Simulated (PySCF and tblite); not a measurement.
Values are calculated unless marked as measured or tabulated.
C₇H₅N, numbered as in [N:1]#[C:2][CH:3]=[C:4]1[CH:5]=[CH:6][CH:7]=[CH:8]1.

The ensemble was built from 45 distance-geometry starts (ETKDG and KDG, MMFF94s, GFN2-xTB) and rests on GFN2-xTB geometries. Free energies are B3LYP-D3(BJ)/def2-SVP (IEF-PCM, chloroform) single points with GFN2-xTB rigid-rotor and vibrational terms (modes under about 100 cm⁻¹ blended into free rotors). Symmetry numbers and mirror images are counted. Conformers within 2.5 kcal/mol (GFN2-xTB free energy) were kept, 6 at most. GIAO shieldings: B97-2/pcSseg-1 (IEF-PCM, chloroform). Shifts are against TMS (¹H), TMS (¹³C) at the same level. Programs: PySCF with density fitting and tblite.

**Question.** List the conformer-averaged shifts at 298.15 K.

**Answer.** ¹H: 6.89 (H7, 1H), 6.89 (H6, 1H), 6.64 (H5, 1H), 6.30 (H8, 1H), 6.06 (H3, 1H) ppm. ¹³C: 169.5 (C4), 145.0 (C7), 143.8 (C6), 128.3 (C8), 126.0 (C5), 122.8 (C2), 107.8 (C3) ppm.

Shifts are unscaled: against experiment ¹³C can be off by 15 ppm or more and ¹H by 0.8 ppm.
